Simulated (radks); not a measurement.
Initial-state core-level shifts of the rhenium ion Re+ when its valence configuration changes from [Xe] 4f14 5d5 6s1. Method: scalar-relativistic Kohn-Sham, PBE, spin-unpolarised, spherical densities, point nucleus; computed with a radial shooting solver on a logarithmic mesh with Libxc functionals. Shifts are changes of the shell-averaged eigenvalues in eV (positive: less bound).

4f14 5d5 6p1: 1s -1.555; 2s -1.529; 2p -1.528; 3d -1.535
4f12 5d7 6s1: 1s -21.113; 2s -23.002; 2p -22.720; 3d -25.875
4f14 5d3 6s1 6p2: 1s -9.157; 2s -9.396; 2p -9.388; 3d -9.321
4f14 5d4 6s1 6p1: 1s -4.470; 2s -4.577; 2p -4.573; 3d -4.549
4f11.5 5d7 6s1 6p0.5: 1s -29.204; 2s -31.672; 2p -31.308; 3d -35.327
4f14 5d4 6s2: 1s -2.895; 2s -3.023; 2p -3.020; 3d -2.990
4f13.5 5d5 6s1 6p0.5: 1s -7.345; 2s -7.837; 2p -7.770; 3d -8.495
4f11.5 5d8 6p0.5: 1s -25.927; 2s -28.258; 2p -27.898; 3d -31.946
4f13 5d5 6s1 6p1: 1s -14.992; 2s -16.006; 2p -15.868; 3d -17.350
